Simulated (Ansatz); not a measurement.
Geometry optimisation, DFT PBE-D3(BJ), scalar-relativistic, plane waves, PAW in Ansatz 0.2.0.

Input:

```yaml
crystal:
  lattice:
    - [5.727565, 0.0, 0.0]
    - [0.0, 5.727565, 0.0]
    - [0.0, 0.0, 19.075]
  atoms:
    - { symbol: Al, position: [0.25, 0.25, 0.0524246] }
    - { symbol: Al, position: [0.75, 0.25, 0.0524246] }
    - { symbol: Al, position: [0.25, 0.75, 0.0524246] }
    - { symbol: Al, position: [0.75, 0.75, 0.0524246] }
    - { symbol: Al, position: [0.0, 0.0, 0.1585845] }
    - { symbol: Al, position: [0.5, 0.0, 0.1585845] }
    - { symbol: Al, position: [0.0, 0.5, 0.1585845] }
    - { symbol: Al, position: [0.5, 0.5, 0.1585845] }
    - { symbol: Al, position: [0.25, 0.25, 0.2647444] }
    - { symbol: Al, position: [0.75, 0.25, 0.2647444] }
    - { symbol: Al, position: [0.25, 0.75, 0.2647444] }
    - { symbol: Al, position: [0.75, 0.75, 0.2647444] }
    - { symbol: Al, position: [0.0, 0.0, 0.3709043] }
    - { symbol: Al, position: [0.5, 0.0, 0.3709043] }
    - { symbol: Al, position: [0.0, 0.5, 0.3709043] }
    - { symbol: Al, position: [0.5, 0.5, 0.3709043] }
    - { symbol: O, position: [0.8196579, 0.1444502, 0.4427261] }
    - { symbol: H, position: [0.9753431, 0.0935547, 0.453211] }
    - { symbol: H, position: [0.8193393, 0.3082431, 0.453211] }
basis:
  ecutwfc: 420.0
kpoints:
  mp_grid: { grid: [3, 3, 1] }
hamiltonian:
  xc: pbe
  dispersion: d3bj
scf:
  occupations: { method: fermi_dirac, width: 0.15 }
  lower_state_search: "off"
relax:
  f_tol: 0.03
  max_steps: 60
  adjacent_minimum: "off"
  constraints: [{ sites: [0, 1, 2, 3] }]
```

Launched with:

```bash
$ ansatz run input.yaml --threads 2 --pin off --max-ram 5120MiB --backend cpu --events-out ev --progress --plain --runs-dir out
```

Task: Where does it end, and by what steps?

Result: The forces met the threshold. The force dipped under the threshold on the way, but the program's further checks kept it going. Limits of this set-up: coarse k mesh, thin slab, slab without dipole correction, a typed lattice constant that wasn't relaxed here. After 13 steps the energy has fallen by 2.309 eV; O17 moved furthest, 1.32 Å. Parted: Al13–H18 (1.66 → 2.50 Å).

```json
{"step": "0", "energy less start (eV)": "0.0000", "largest force component (eV/Å)": "3.962", "accepted": "yes"}
{"step": "1", "energy less start (eV)": "-1.1410", "largest force component (eV/Å)": "2.063", "accepted": "yes"}
{"step": "2", "energy less start (eV)": "-1.6857", "largest force component (eV/Å)": "1.090", "accepted": "yes"}
{"step": "3", "energy less start (eV)": "-1.9761", "largest force component (eV/Å)": "0.761", "accepted": "yes"}
{"step": "4", "energy less start (eV)": "-2.1747", "largest force component (eV/Å)": "0.460", "accepted": "yes"}
{"step": "5", "energy less start (eV)": "-2.2508", "largest force component (eV/Å)": "0.259", "accepted": "yes"}
{"step": "6", "energy less start (eV)": "-2.2864", "largest force component (eV/Å)": "0.125", "accepted": "yes"}
{"step": "7", "energy less start (eV)": "-2.3016", "largest force component (eV/Å)": "0.061", "accepted": "yes"}
{"step": "8", "energy less start (eV)": "-2.3026", "largest force component (eV/Å)": "0.150", "accepted": "yes"}
{"step": "9", "energy less start (eV)": "-2.3088", "largest force component (eV/Å)": "0.019", "accepted": "yes"}
{"step": "10", "energy less start (eV)": "-2.3088", "largest force component (eV/Å)": "0.018", "accepted": "yes"}
{"step": "11", "energy less start (eV)": "-2.3092", "largest force component (eV/Å)": "0.065", "accepted": "yes"}
{"step": "12", "energy less start (eV)": "-2.3094", "largest force component (eV/Å)": "0.009", "accepted": "yes"}
{"step": "13", "energy less start (eV)": "-2.3094", "largest force component (eV/Å)": "0.009", "accepted": "yes"}
```

```xyz
19
Lattice="5.7276 0.0000 0.0000 0.0000 5.7276 0.0000 0.0000 0.0000 19.0750" Properties=species:S:1:pos:R:3
Al 1.432 1.432 1.000
Al 4.296 1.432 1.000
Al 1.432 4.296 1.000
Al 4.296 4.296 1.000
Al -0.001 0.001 2.985
Al 2.860 0.012 2.952
Al 0.000 2.853 2.957
Al 2.861 2.857 2.962
Al 1.430 1.441 5.035
Al 4.285 1.443 5.027
Al 1.443 4.299 4.990
Al 4.274 4.294 4.983
Al -0.010 -0.008 6.981
Al 2.869 -0.011 6.932
Al -0.010 2.944 6.899
Al 2.860 2.852 7.008
O 5.782 0.383 9.039
H 6.677 0.780 9.156
H 5.150 1.133 9.148
```

Whether the end is a true minimum wasn't checked by a vibrational analysis.

The run took 22 s on 2 threads of AMD EPYC 9R45 96-Core Processor (Zen 5), with other jobs on the host, peak memory 0.88 GiB.
